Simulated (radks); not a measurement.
Results of a calculation; reference values are marked as such.
Task: The germanium anion Ge4-, [Kr], held by a Watson sphere: a shell of charge +4.21 at radius R that stands for the Madelung well of a crystal (potential energy -4.21/R inside, -4.21/r outside, in hartree with lengths in bohr). Level of theory: scalar-relativistic Kohn-Sham, PBEsol, spin-polarised, spherical densities, point nucleus (a radial shooting solver on a logarithmic mesh with Libxc functionals). Response by self-consistent Sternheimer equations with the Hartree and adiabatic LDA kernel, the relativistic mass of each level held fixed and spin-orbit coupling left out. The sphere does not respond.

R (bohr)  e(3d) (eV)  e(4s) (eV)  e(4p) (eV)  <r> 4p (bohr)  sum of <r^2> (bohr^2)  X-ray form factor at sin(theta)/lambda = 0.3 1/angstrom  alpha (bohr^3)
2.58         -29.580     -15.823      -8.399          2.694                  72.27                                                   21.762           46.04
3.09         -28.375     -13.918      -7.255          2.978                  84.78                                                   21.883           69.14
3.89         -27.602     -11.884      -5.805          3.433                  106.8                                                   22.016           128.2
4.25         -27.428     -11.265      -5.290          3.642                  117.8                                                   22.040           167.0
4.29         -27.413     -11.206      -5.238          3.666                  119.1                                                   22.041           171.9

Estimate the row for R = 4.65 bohr.

Result: e(3d) (eV) -27.296; e(4s) (eV) -10.744; e(4p) (eV) -4.807; <r> 4p (bohr) 3.878; sum of <r^2> (bohr^2) 130.9; X-ray form factor at sin(theta)/lambda = 0.3 1/angstrom 22.050; alpha (bohr^3) 221.1.
